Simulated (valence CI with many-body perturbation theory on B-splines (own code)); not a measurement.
**Sensitivity of CI+MBPT for Sb29+**

Computed by configuration interaction combined with many-body perturbation theory (CI+MBPT): four valence electrons over a frozen Dirac-Fock core [Ar], radial functions for each j: 6 s, 6 p, 5 d, 5 f, 1 g, with the one-electron correlation potential Σ1, the two-electron term Σ2, the three-electron term Σ3, Breit, model QED; selected CI, second order for the rest, scaled by the run's own slope (own B-spline code, finite nucleus).

The last digits are not significant, and no measured levels were compared; by estimate large intervals hold to a few tenths of a per cent, small ones and those within an open d or f shell to about a per cent. Only levels of the ground parity were solved; by the run's estimate the other parity begins above the list, which can be wrong where configurations are misplaced.

The reference run has the lowest level (3d3/2^4) J=0 and an ionisation energy of 1697.99 eV. Its largest variational space holds 8174 state functions.

Levels are named by their leading jj configuration (3d3/2^4 stands for four electrons in 3d with j = 3/2), which in mixed levels can hold well under half, so a name can repeat and another be missing. Letters in brackets count levels of one name in rising energy.

Changed runs:
A. selection threshold (hartree) 2e-08 → 2e-07
B. correlating orbitals by l 3 3 3 3 1 → 6 4 3 1 3; selection threshold (hartree) 2e-08 → 1e-06
C. averaging of valence orbitals over low configurations on → off
D. scale of Σ1 1 → 0 (bad on purpose)

Excitation energies of the reference run in cm⁻¹, and shifts in cm⁻¹:

```csv
Level,Reference,A,B,C,D
(3d3/2^3 3d5/2) J=1,53193,0,+5.1,+55,-639
(3d3/2^3 3d5/2) J=2,88638,0,+4.0,+68,-934
(3d3/2^3 3d5/2) J=3,109859,0,-5.4,+55,-1011
(3d3/2^3 3d5/2) J=4,112160,0,-26,+19,-806
(3d3/2^2 3d5/2^2) J=0,159288,0,-4.4,+4.7,-1241
(3d3/2^2 3d5/2^2) J=4 [a],168885,0,-24,+42,-1280
(3d3/2^2 3d5/2^2) J=3 [a],190477,0,-43,-4.0,-1202
(3d3/2^2 3d5/2^2) J=2 [a],193240,0,-60,-46,-1135
(3d3/2^2 3d5/2^2) J=5,204324,0,-49,+23,-1351
(3d3/2^2 3d5/2^2) J=1,209994,-0.1,-47,-30,-1433
(3d3/2^2 3d5/2^2) J=6,218100,0,-50,+21,-1395
(3d3/2^2 3d5/2^2) J=4 [b],237042,0,-58,-12,-1454
Ionisation energy (eV),1697.99,0,+0.0038,+0.019,-2.54
```
